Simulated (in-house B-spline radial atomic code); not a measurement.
Configurations of Pd IV (Pd3+), with energies counted from [Kr] 4d7. All numbers are computed (scalar-relativistic (X2C) B3LYP, spin-polarised, spherical fractional occupations; Fermi nucleus of rms radius 4.5318 fm) with a radial B-spline atomic code at the basis-set limit, not measured. Shells without spins written out take the highest spin.

Caution: exact exchange at fractional occupations of open shells leaves self-interaction of up to several eV.

Occupations are held fixed; configurations that lie above the ionisation limit could autoionise.

```tsv
configuration	E - E(ref) (eV)	highest orbital	its <r> (bohr)
[Kr] 4d(4 up, 3 down)	3.0607	4d down	1.316
[Kr] 4d6 5s1	9.1359	5s up	2.316
[Kr] 4d6 5d1	27.97	5d up	3.658
[Kr] 4d6 5f1	36.8	5f up	6.379
[Kr] 4d(3 up, 3 down) 4f(0 up, 1 down)	38.579	4f down	3.661
[Ar] 3d9 4s2 4p6 4d7 5p1	362.96	5p up	2.655
[Ar] 3d9 4s2 4p6 4d7 4f1	377.64	4f up	3.538
```

Order these further configurations by energy, lowest first.
A. [Ar] 3d(4 up, 5 down) 4s2 4p6 4d(2 up, 5 down) 5p(1 up, 0 down)
B. [Kr] 4d6 4f1
C. [Ar] 3d10 4s2 4p(3 up, 2 down) 4d(4 up, 3 down) 5f(1 up, 0 down)
D. [Ar] 3d9 4s2 4p6 4d8
E. [Ar] 3d10 4s2 4p5 4d7 4f1

B (31.929 eV), E (85.461 eV), C (94.932 eV), D (342.22 eV), A (363.48 eV).

How far above the reference does [Ar] 3d10 4s2 4p(2 up, 3 down) 4d(4 up, 3 down) 5d(0 up, 1 down) lie?

87.27 eV; its least bound orbital is 5d down with <r> = 3.655 bohr.

How far above the reference does [Ar] 3d10 4s2 4p5 4d7 5s1 lie?

62.541 eV; its least bound orbital is 5s up with <r> = 2.305 bohr.

How far above the reference does [Ar] 3d10 4s2 4p5 4d7 5p1 lie?

71.082 eV; its least bound orbital is 5p up with <r> = 2.675 bohr.
